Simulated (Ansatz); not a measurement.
Basis-set extrapolation for CH2F2OSi (`F[Si]1(F)CO1`) (PBE0-D4/def2-TZVP geometry, frozen core, Ansatz). Multiplicity 1, RHF reference.

```json
{"": "HF", "def2-TZVPP": "-601.976044", "def2-QZVPP": "-602.000732"}
{"": "MP2 correlation", "def2-TZVPP": "-1.006531", "def2-QZVPP": "-1.094244"}
{"": "CCSD(T) correlation", "def2-TZVPP": "-1.052758", "def2-QZVPP": "not run"}
```

Energies in hartree. Use E(X) = E(∞) + A·exp(−7.88·√X) for Hartree–Fock and E(X) = E(∞) + B·X^(−2.97) for correlation, with X = 3 and 4, and add CCSD(T) minus MP2 of the smaller set to the MP2 limit.

Task: What is the CCSD(T) energy at the basis-set limit?

Result: HF limit: -602.000732 + (-0.024688) × 0.13774 = -602.00413. MP2 limit: -1.094244 + (-0.087713) × 0.74074 = -1.15922. Higher-order term: -1.052758 − (-1.006531) = -0.04623. Total: -603.20958 hartree, 474.6 kJ/mol below CCSD(T)/def2-TZVPP.
